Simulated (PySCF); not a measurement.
Constitutional and geometric isomers with formula CH5NSi. Isolated molecules, 0 K electronic values unless said otherwise. One relaxed conformer stands for each flexible species; it need not be the lowest. Strings in code marks are SMILES.

The S1 excitation (TDA) from two functionals at the same geometries (r2SCAN-D4/def2-TZVP), both in PySCF: PBE-D3(BJ)/def2-TZVP and r2SCAN-D4/def2-TZVP. Excitations are Tamm–Dancoff values on a coarser integration grid. The basis has no diffuse functions, so Rydberg states are missing or too high.

| species | PBE-D3(BJ)/def2-TZVP (eV) | r2SCAN-D4/def2-TZVP (eV) |
|---|---|---|
| `N[SiH]=C` | 4.42 | 5.16 |
| `NC=[SiH2]` | 4.18 | 4.94 |
| `N(=C\[SiH3])/[H]` | 4.41 | 4.75 |
| `C=N[SiH3]` | 3.99 | 4.36 |
| `[H]/N=[SiH]\C` | 4.25 | 4.64 |

Over these rows, drawn at random from the members with no instability flagged (it was tested for open shells, ions and some series alone), PBE minus r2SCAN-D4: mean -0.52 eV, from -0.77 eV to -0.34 eV.
